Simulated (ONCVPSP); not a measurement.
**Before and after: ONCV potential for lead (Pb)**

* Element: Pb
* Generator: ONCVPSP 4.0.1
* Type: optimised norm-conserving Vanderbilt (ONCV)
* Functional: PBE
* Relativity: scalar-relativistic
* Frozen core: [Xe] 4f14
* Valence charge: 14
* Reference configuration: 5d10 6s2 6p2
* Partial waves: 6s: rc 1.80 bohr, ncon 4, nbas 8, qcut 3 1/bohr, 2 projectors, debl 3.5 Ha; 6p: rc 2.55 bohr, ncon 4, nbas 7, qcut 3.8 1/bohr, 2 projectors, debl 3.3 Ha; 5d: rc 1.95 bohr, ncon 4, nbas 9, qcut 9 1/bohr, 2 projectors, debl 1 Ha
* Local potential: polynomial inside 1.55 bohr (lpopt 5, dvloc0 0 Ha)
* Core correction: Teter function fitted to the true core (icmod 2), fcfact 0.7

Change: local potential polynomial inside 1.35 bohr (lpopt 2, dvloc0 4 Ha).

Cutoffs: the cutoffs (Ha) at which the residual kinetic energy of the hardest occupied pseudo-wave falls to 1 and 0.1 mHa per electron; they do not see the model core or the augmentation charge, which bear on the density cutoff. Errors are all-electron minus pseudo energies relative to the spin-unpolarised reference configuration.

Task: Predict the effect on cutoff, ghosts and configuration errors.

Result: The potential gets neither clearly harder nor softer (25 Ha and 35 Ha → 25 Ha and 35 Ha); the lowest positive-energy flag moves from s at 3.8 eV to s at 104.4 eV; the number of tests with a reliable result goes from 3 to 4; the errors of the 3 common tests hardly move; the range in which the s phases agree widens (upper end 0.1 → 3.8); the range in which the p phases agree widens (upper end 2.4 → 4.7); neither file shows a bound ghost.

```csv
quantity,base,changed
"cutoff, loose",25 Ha,25 Ha
"cutoff, tight",35 Ha,35 Ha
bound ghosts,none,none
GHOST(+) flags under 300 eV,"s at 3.8 eV, p at 70.4 eV",s at 104.4 eV
tests with a reliable result,3 of 4,4 of 4
"error for 5d10 6s2 6p1, meV [ΔE 6.58 eV]",-3.1,-3.3
"error for 5d10 6s2 6p0, meV [ΔE 20.02 eV]",-9.9,-11
"error for 5d9 6s2 6p2, meV [ΔE 27.16 eV]",-116,-122
s: phases at 1.83 bohr within 0.05 rad from the reference energy up to (Ha; the scan ends near 5),0.1,3.8
p: phases at 2.58 bohr within 0.05 rad from the reference energy up to (Ha; the scan ends near 5),2.4,4.7
d: phases at 1.97 bohr within 0.05 rad from the reference energy up to (Ha; the scan ends near 5),to the end of the scan,to the end of the scan
"rms error of d²Exc/dni dnj with the model core, mHa",0.63,0.64
```
